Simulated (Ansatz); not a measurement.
Consider the germylene formation by 1,1-elimination: `[CH3][GeH]([NH2])[F]` → H–F + `[CH3][Ge][NH2]`.

Gas-phase electronic energies from Ansatz, PBE0-D4/def2-TZVP geometries. CBS: MP2 limit from def2 TZ/QZ plus the TZ coupled-cluster correction, frozen cores. This one scheme is used for every species. DFT in def2-TZVPP. For Ge outer-core shells are correlated without core-valence functions, which leaves a few kJ/mol of doubt a bond. Scalar relativity is left out up to krypton. Each species was taken in one conformer, which may not be the lowest.

(1) Is it downhill or uphill in electronic energy at CCSD(T)/CBS, and by how much? (An estimate is asked.)

(2) What do these levels give: BHLYP-D4, B2PLYP, CCSD/def2-SVP, CCSD(T)/def2-SVP, CCSD(T)/def2-TZVPP, HF/CBS(def2)? (Best estimate.)

Largest T1 diagnostic among the species: 0.014.

Results:

(1) Computed: Uphill: ΔE = +163.7 kJ/mol.

(2) The calculation gave: BHLYP-D4 176.4, B2PLYP 165.8, CCSD/def2-SVP 180.0, CCSD(T)/def2-SVP 178.4, CCSD(T)/def2-TZVPP 175.8, HF/CBS(def2) 183.3 kJ/mol.

The D4 term adds +4.5 kJ/mol with B3LYP and +2.6 kJ/mol with PBE0; it sums over pairs of atoms, weighted by their polarisabilities, and B3LYP, whose exchange is more repulsive, gets the larger term. From PBE to PBE0 (25 % exact exchange), in def2-TZVPP and without D4, ΔE moves by +15.8 kJ/mol.

B3LYP here is the variant with VWN-RPA as its local correlation; programs differ in this.
